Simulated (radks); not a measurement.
Effect of the nuclear size on neutral iodine, [Kr] 4d10 5s2 5p5. Method: Dirac Kohn-Sham, BLYP, spin-unpolarised, spherical densities, finite nucleus; open shells fill j = l - 1/2 first; Fermi nuclear charge, rms radius 4.75 fm; computed with a radial shooting solver on a logarithmic mesh with Libxc functionals. The rms radius is varied about that value; shifts are against it.

rms radius (fm) = 4.1658: total energy shift (eV) -1.37; density at nucleus (e/bohr^3) 2.548e+05; 1s1/2 shift (meV) -572; 2s1/2 shift (meV) -67.1; 4s1/2 shift (meV) -2.74; 4p1/2 shift (meV) 0.200; 5s1/2 shift (meV) -0.345; 5p1/2 shift (meV) 0.033; 5p3/2 shift (meV) 0.036
rms radius (fm) = 4.3273: total energy shift (eV) -1.00; density at nucleus (e/bohr^3) 2.532e+05; 1s1/2 shift (meV) -420; 2s1/2 shift (meV) -49.3; 4s1/2 shift (meV) -2.01; 4p1/2 shift (meV) 0.147; 5s1/2 shift (meV) -0.253; 5p1/2 shift (meV) 0.024; 5p3/2 shift (meV) 0.026
rms radius (fm) = 4.75: total energy shift (eV) 0; density at nucleus (e/bohr^3) 2.491e+05; 1s1/2 shift (meV) 0.000; 2s1/2 shift (meV) 0.000; 4s1/2 shift (meV) 0.000; 4p1/2 shift (meV) 0.000; 5s1/2 shift (meV) 0.000; 5p1/2 shift (meV) 0.000; 5p3/2 shift (meV) 0.000
rms radius (fm) = 4.9543: total energy shift (eV) 0.513; density at nucleus (e/bohr^3) 2.473e+05; 1s1/2 shift (meV) 215; 2s1/2 shift (meV) 25.2; 4s1/2 shift (meV) 1.03; 4p1/2 shift (meV) -0.075; 5s1/2 shift (meV) 0.129; 5p1/2 shift (meV) -0.012; 5p3/2 shift (meV) -0.013
rms radius (fm) = 5.7143: total energy shift (eV) 2.58; density at nucleus (e/bohr^3) 2.413e+05; 1s1/2 shift (meV) 1080; 2s1/2 shift (meV) 126; 4s1/2 shift (meV) 5.16; 4p1/2 shift (meV) -0.377; 5s1/2 shift (meV) 0.650; 5p1/2 shift (meV) -0.062; 5p3/2 shift (meV) -0.067

Slopes of the eigenvalues against <r^2> in GHz/fm^2, as finite differences over the two radii next to the reference (eigenvalue slopes, not the field-shift constants of lines): 1s1/2 26400, 2s1/2 3090, 4s1/2 126, 4p1/2 -9.22, 5s1/2 15.9, 5p1/2 -1.51, 5p3/2 -1.64.
